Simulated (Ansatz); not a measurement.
Relaxation of the cluster Si2Mo5⁻ with UKS PBE-D4/def2-SVPD.

```sh
$ ansatz run in.yaml --threads 4 --pin off --events-out ev --progress --plain --max-ram 4787MiB
```

```yaml
crystal:
  periodic: [false, false, false]
  atoms:
    - {symbol: Mo, position_ang: [1.753470, -0.274450, 0.824480]}
    - {symbol: Mo, position_ang: [0.543590, 1.529830, -0.593920]}
    - {symbol: Mo, position_ang: [-0.476470, 0.706950, 1.647870]}
    - {symbol: Mo, position_ang: [-0.481710, -0.992690, -0.352040]}
    - {symbol: Mo, position_ang: [-0.500810, 0.255720, -2.583650]}
    - {symbol: Si, position_ang: [-2.230040, -1.430670, -2.197970]}
    - {symbol: Si, position_ang: [1.391970, 0.205310, 3.255220]}
basis:
  gaussian: {orbitals: def2-SVPD}
total_charge: -1
magnetization: {spin_polarized: true, initial_magnetization: 1}
hamiltonian: {xc: pbe, dispersion: d4}
scf: {lower_state_search: "off"}
output: {orbitals: {seedname: orbitals}}
relax: {f_tol: 0.02, max_steps: 100}
```

It took 4.8 min on 4 threads of Arm Neoverse V2 on a shared host.

Positions (Å) and forces (eV/Å) at steps 1, 2, 3, 4, 5, 6, 7, 8, 9, 10, 11, 12, 13, 14, 15, 16, 19, 20 of 20:

```xyz
7
step=1 energy=-25023.9142 eV
Mo    1.753   -0.274    0.824   -2.271    0.828   -0.353
Mo    0.544    1.530   -0.594   -0.589   -1.045    1.127
Mo   -0.476    0.707    1.648    1.927   -0.505   -2.013
Mo   -0.482   -0.993   -0.352    0.495    0.796   -0.807
Mo   -0.501    0.256   -2.584    0.482   -0.821    3.024
Si   -2.230   -1.431   -2.198    0.555    0.660    0.386
Si    1.392    0.205    3.255   -0.599    0.086   -1.365
7
step=2 energy=-25025.0173 eV
Mo    1.650   -0.250    0.774    0.155   -0.284   -0.267
Mo    0.515    1.507   -0.531   -0.173    1.563    0.046
Mo   -0.409    0.688    1.528   -0.167    0.482   -0.304
Mo   -0.453   -0.986   -0.376   -0.367   -1.855   -0.747
Mo   -0.447    0.222   -2.400    0.812   -0.300    1.299
Si   -2.206   -1.392   -2.157   -0.195    0.354    0.299
Si    1.350    0.211    3.162   -0.064    0.040   -0.326
7
step=3 energy=-25025.5889 eV
Mo    1.611   -0.240    0.703    0.347   -0.141   -0.027
Mo    0.495    1.629   -0.491   -0.331    0.445   -0.070
Mo   -0.420    0.693    1.446   -0.299    0.062    0.155
Mo   -0.439   -1.148   -0.376   -0.085   -0.323   -0.426
Mo   -0.339    0.171   -2.245    0.508   -0.395    0.263
Si   -2.233   -1.320   -2.119   -0.147    0.326    0.252
Si    1.325    0.215    3.082    0.007    0.026   -0.147
7
step=4 energy=-25025.7811 eV
Mo    1.605   -0.230    0.675    0.311    0.322   -0.012
Mo    0.416    1.660   -0.470   -0.051    0.174   -0.171
Mo   -0.465    0.637    1.418   -0.141   -0.261    0.123
Mo   -0.371   -1.255   -0.417   -0.373   -0.436    0.225
Mo   -0.205    0.089   -2.221   -0.083   -0.222   -0.282
Si   -2.291   -1.161   -2.021    0.353    0.464    0.103
Si    1.312    0.261    3.038   -0.016   -0.042    0.015
7
step=5 energy=-25025.9214 eV
Mo    1.623   -0.178    0.645   -0.205    0.608   -0.063
Mo    0.344    1.671   -0.483   -0.103   -0.404   -0.097
Mo   -0.504    0.578    1.392    0.207   -0.388   -0.022
Mo   -0.326   -1.342   -0.418   -0.301    0.058    0.174
Mo   -0.110    0.004   -2.224   -0.191   -0.303   -0.131
Si   -2.311   -0.997   -1.925    0.603    0.508    0.124
Si    1.284    0.264    3.013   -0.010   -0.078    0.015
7
step=6 energy=-25026.1403 eV
Mo    1.628   -0.099    0.617   -0.261    0.626   -0.047
Mo    0.255    1.637   -0.512   -0.134   -0.430   -0.135
Mo   -0.532    0.515    1.384    0.146   -0.367    0.067
Mo   -0.300   -1.390   -0.404   -0.366    0.166   -0.163
Mo   -0.027   -0.090   -2.246    0.001   -0.381    0.072
Si   -2.295   -0.822   -1.839    0.576    0.457    0.239
Si    1.270    0.250    3.000    0.038   -0.071   -0.032
7
step=7 energy=-25026.3788 eV
Mo    1.618   -0.027    0.589   -0.410    0.517    0.012
Mo    0.161    1.600   -0.539   -0.143   -0.099   -0.260
Mo   -0.560    0.454    1.379    0.177   -0.404    0.008
Mo   -0.280   -1.438   -0.402   -0.480   -0.071   -0.340
Mo    0.059   -0.181   -2.260    0.098   -0.312    0.276
Si   -2.263   -0.650   -1.750    0.628    0.385    0.320
Si    1.265    0.243    2.983    0.130   -0.016   -0.017
7
step=8 energy=-25026.6678 eV
Mo    1.581    0.043    0.551   -0.701    0.183   -0.086
Mo    0.063    1.579   -0.560   -0.297   -0.319   -0.462
Mo   -0.582    0.385    1.365    0.108   -0.302    0.224
Mo   -0.290   -1.506   -0.406   -0.226    0.025   -0.435
Mo    0.158   -0.269   -2.235    0.116   -0.163    0.219
Si   -2.207   -0.480   -1.669    0.809    0.470    0.453
Si    1.277    0.248    2.955    0.192    0.106    0.086
7
step=9 energy=-25026.9854 eV
Mo    1.528    0.072    0.522   -0.652   -0.184   -0.034
Mo   -0.029    1.540   -0.586   -0.306    0.023   -0.646
Mo   -0.605    0.326    1.366   -0.096   -0.310    0.541
Mo   -0.293   -1.561   -0.430    0.039   -0.234   -0.215
Mo    0.236   -0.327   -2.227    0.146   -0.030   -0.255
Si   -2.131   -0.328   -1.582    0.730    0.519    0.528
Si    1.295    0.277    2.936    0.139    0.215    0.081
7
step=10 energy=-25027.3365 eV
Mo    1.459    0.060    0.510   -0.470   -0.619   -0.249
Mo   -0.101    1.496   -0.621   -0.219    0.423   -0.819
Mo   -0.638    0.274    1.385   -0.198   -0.370    0.603
Mo   -0.275   -1.606   -0.474    0.428   -0.372    0.132
Mo    0.283   -0.359   -2.260    0.169    0.196   -0.043
Si   -2.040   -0.195   -1.473    0.391    0.504    0.481
Si    1.311    0.330    2.933   -0.100    0.238   -0.105
7
step=11 energy=-25027.5986 eV
Mo    1.376    0.003    0.464    0.241   -0.592   -0.293
Mo   -0.146    1.509   -0.670    0.147    0.267   -0.298
Mo   -0.679    0.223    1.393   -0.178    0.027    0.452
Mo   -0.227   -1.672   -0.490    0.386   -0.101    0.168
Mo    0.327   -0.359   -2.251    0.111    0.307    0.088
Si   -1.949   -0.083   -1.341   -0.358   -0.007    0.115
Si    1.297    0.380    2.897   -0.349    0.100   -0.232
7
step=12 energy=-25027.6832 eV
Mo    1.377   -0.101    0.436    0.005   -0.067    0.010
Mo   -0.112    1.499   -0.670    0.148    0.438    0.028
Mo   -0.696    0.184    1.385    0.133    0.160    0.102
Mo   -0.186   -1.700   -0.519   -0.020   -0.414   -0.004
Mo    0.329   -0.309   -2.241    0.130    0.088   -0.146
Si   -1.939   -0.044   -1.238   -0.269   -0.186    0.041
Si    1.226    0.472    2.848   -0.128   -0.018   -0.031
7
step=13 energy=-25027.7058 eV
Mo    1.366   -0.126    0.408   -0.114   -0.177    0.182
Mo   -0.087    1.552   -0.685   -0.074   -0.113    0.132
Mo   -0.703    0.232    1.359    0.082    0.045   -0.451
Mo   -0.157   -1.769   -0.547    0.123    0.464   -0.197
Mo    0.338   -0.290   -2.228   -0.255   -0.155    0.343
Si   -1.931   -0.061   -1.140    0.112   -0.094   -0.049
Si    1.174    0.463    2.832    0.125    0.029    0.040
7
step=14 energy=-25027.7237 eV
Mo    1.373   -0.142    0.420   -0.037   -0.074    0.116
Mo   -0.081    1.553   -0.670   -0.120   -0.005    0.044
Mo   -0.697    0.233    1.338   -0.047    0.081   -0.170
Mo   -0.157   -1.760   -0.553    0.079    0.061   -0.149
Mo    0.324   -0.285   -2.220   -0.071   -0.105    0.110
Si   -1.935   -0.073   -1.145    0.083    0.035    0.016
Si    1.173    0.475    2.831    0.113    0.006    0.033
7
step=15 energy=-25027.7343 eV
Mo    1.366   -0.165    0.432    0.043   -0.017    0.063
Mo   -0.086    1.562   -0.663   -0.105    0.024    0.010
Mo   -0.702    0.255    1.320   -0.021    0.071   -0.035
Mo   -0.143   -1.772   -0.574    0.023   -0.056   -0.086
Mo    0.317   -0.281   -2.211    0.045   -0.067    0.000
Si   -1.930   -0.080   -1.132   -0.012    0.058    0.046
Si    1.177    0.481    2.828    0.027   -0.014    0.002
7
step=16 energy=-25027.7398 eV
Mo    1.363   -0.190    0.443    0.052    0.017   -0.009
Mo   -0.099    1.575   -0.664   -0.028    0.019   -0.020
Mo   -0.705    0.291    1.296   -0.015    0.038    0.080
Mo   -0.124   -1.790   -0.599   -0.014   -0.023   -0.011
Mo    0.317   -0.280   -2.200    0.064   -0.023   -0.024
Si   -1.927   -0.083   -1.102   -0.049    0.003   -0.002
Si    1.174    0.478    2.826   -0.010   -0.032   -0.013
7
step=19 energy=-25027.7418 eV
Mo    1.367   -0.176    0.441   -0.011    0.001   -0.004
Mo   -0.120    1.584   -0.678    0.009   -0.002   -0.004
Mo   -0.701    0.319    1.292   -0.007   -0.004   -0.011
Mo   -0.122   -1.787   -0.588    0.008    0.010   -0.002
Mo    0.329   -0.290   -2.193   -0.014    0.000    0.023
Si   -1.933   -0.090   -1.104    0.007   -0.003   -0.003
Si    1.179    0.441    2.830    0.008   -0.002    0.002
7
step=20 energy=-25027.7418 eV
Mo    1.366   -0.176    0.441    0.003    0.000    0.002
Mo   -0.119    1.584   -0.678    0.000    0.009   -0.003
Mo   -0.702    0.321    1.291   -0.002   -0.005   -0.003
Mo   -0.121   -1.787   -0.588    0.001   -0.001    0.003
Mo    0.328   -0.290   -2.192   -0.002   -0.003   -0.001
Si   -1.932   -0.091   -1.104   -0.002    0.000    0.000
Si    1.179    0.438    2.829    0.002   -0.001    0.003
```

In the def2 sets Mo takes a core potential; there is no spin–orbit coupling. The structure comes from a short search, and lower isomers may exist.
